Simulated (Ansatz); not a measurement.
Reaction (ligand exchange at a B–O bond): `C[Si](C)(C)OBF` + `CC[SeH]` → `CC[Se]BF` + `C[Si](C)(C)O`

Program: Ansatz. Geometries: PBE0-D4/def2-TZVP. ΔE: electronic, gas phase. CCSD(T)/CBS is the MP2 limit (def2-TZVPP, def2-QZVPP) plus CCSD(T) − MP2 in def2-TZVPP, frozen cores. DFT in def2-TZVPP. B3LYP here is the variant with VWN-RPA as its local correlation; programs differ in this. For Se outer-core shells are correlated without core-valence functions, which leaves a few kJ/mol of doubt a bond. Scalar relativity is left out up to krypton. One conformer a species, not always the lowest.

```
             level  ΔE (kJ/mol)  difference from CCSD(T)/CBS
         r2SCAN-D4         77.7                         -1.0
          B3LYP-D4         85.3                          6.6
           ωB97X-V         83.7                          5.0
           ωB97M-V         84.8                          6.1
              PBE0         75.8                         -2.9
SCS-MP2/def2-TZVPP         81.5                          2.8
   CCSD/def2-TZVPP         84.3                          5.6
SCS-MP2/def2-QZVPP         81.3                          2.6
      HF/CBS(def2)        104.5                         25.8
     MP2/CBS(def2)         74.6                         -4.1
       CCSD(T)/CBS         78.7                            0
```

Largest T1 diagnostic among the species: 0.012.

From PBE to PBE0 (25 % exact exchange), in def2-TZVPP and without D4, ΔE moves by +5.9 kJ/mol. In def2-TZVPP, CCSD(T) changes the Hartree–Fock value by −22.1 kJ/mol (the triples alone add −3.8 kJ/mol) and MP2 by −26.2 kJ/mol.
